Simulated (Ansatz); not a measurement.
Abridged output of a molecular run in Ansatz:

```
Functional definition: HF
918 factors; integrals over basis functions are off by at most 6.7e-4 eV
mean field evaluation 1: about -65890.5365 eV, gradient 3.4e1 eV
mean field evaluation 2: about -65890.6251 eV, gradient 3.4e1 eV
mean field evaluation 4: about -65892.9570 eV, gradient 2.5e0 eV
mean field evaluation 8: about -65893.0012 eV, gradient 3.5e-1 eV
mean field evaluation 16: about -65893.0017 eV, gradient 2.0e-6 eV
mean field -65893.00174379 eV, -2421.5231502037 hartree, gradient 2.0e-6 eV, S^2 0.000000; 0 other end points of the search recorded, 0 dependent functions left out
15 core orbitals not correlated: weight in the atoms' cores, before any rotation towards them, 1.000 or more for the frozen orbitals, at most 0.000 for the correlated occupied ones
reference -65893.00174379 eV, -2421.5231502037 hartree; 14, 14 occupied and 120, 120 virtual orbitals, 918 factors
second order -17.80283037 eV of doubles, -0.00000000 eV of singles
cycle   1  -17.62478241 eV  change    1.8e-1 eV  update   1.1e-1
cycle   2  -18.14394699 eV  change   -5.2e-1 eV  update   3.4e-2
cycle   3  -18.25082243 eV  change   -1.1e-1 eV  update   1.8e-2
cycle   4  -18.23970655 eV  change    1.1e-2 eV  update   4.4e-3
cycle   5  -18.23594686 eV  change    3.8e-3 eV  update   2.0e-3
cycle   6  -18.23663445 eV  change   -6.9e-4 eV  update   5.5e-4
cycle   7  -18.23646486 eV  change    1.7e-4 eV  update   2.1e-4
cycle   8  -18.23638680 eV  change    7.8e-5 eV  update   6.4e-5
cycle   9  -18.23640886 eV  change   -2.2e-5 eV  update   2.5e-5
perturbative correction -0.69173009 eV, -0.0254206121 hartree
Total energy: -65911.92988275 eV, -2422.2187464804 hartree
```

Its atoms:

Z-matrix (Å, degrees):
```
Ga
F 1 1.756
S 1 2.183 2 113.1
H 1 1.547 2 118.7 3 180.0
H 3 1.345 1 92.1 2 -0.0
```

Problem. Which basis set was used?
A. def2-TZVPP
B. cc-pV(Q+d)Z
C. cc-pV(D+d)Z
D. def2-TZVPPD

Solution. A. It gives 149 functions.

Problem. Write the keys of the input that set method, charge and spin (a neutral closed shell needs none for the last two).

Solution. 
```yaml
correlation: {method: ccsd_t}
```
